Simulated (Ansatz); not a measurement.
GaH₆N₃ (`[NH2][Ga]([NH2])[NH2]`). Charge 0, multiplicity 1. The structure was optimised at the PBE0-D4/def2-TZVP level. It is one conformer, not always the lowest.

```xyz
10

N    -0.077    1.760    0.476
Ga    0.005    0.005   -0.016
N     1.573   -0.917    0.149
N    -1.456   -0.805   -0.751
H     0.633    2.154    1.071
H    -0.965    2.200    0.650
H     2.439   -0.412    0.246
H     1.720   -1.751   -0.396
H    -2.376   -0.426   -0.605
H    -1.497   -1.807   -0.825
```

(1) What is the dipole moment at PBE/def2-TZVPP? (Estimate.)

(2) And with r2SCAN, B3LYP, ωB97M-V? (Estimate.)

(3) Give the Mulliken charges with PBE, r2SCAN, B3LYP in def2-TZVPP. (An estimate is asked.)

Answers

(1) Ansatz gave: 0.57 D, with components (-0.18, -0.15, 0.52) D in this frame, pointing from negative to positive charge.

(2) Ansatz gave: r2SCAN 0.59 D, B3LYP 0.61 D, ωB97M-V 0.63 D.

(3) Ansatz gave: 
```tsv
atom	PBE	r2SCAN	B3LYP
N1	-0.38	-0.45	-0.39
Ga2	0.34	0.50	0.46
N3	-0.38	-0.45	-0.40
N4	-0.38	-0.45	-0.39
H5	0.13	0.14	0.12
H6	0.13	0.14	0.12
H7	0.13	0.14	0.12
H8	0.13	0.14	0.12
H9	0.13	0.14	0.12
H10	0.13	0.14	0.12
```

B3LYP here is the variant with VWN-RPA as its local correlation; programs differ in this.
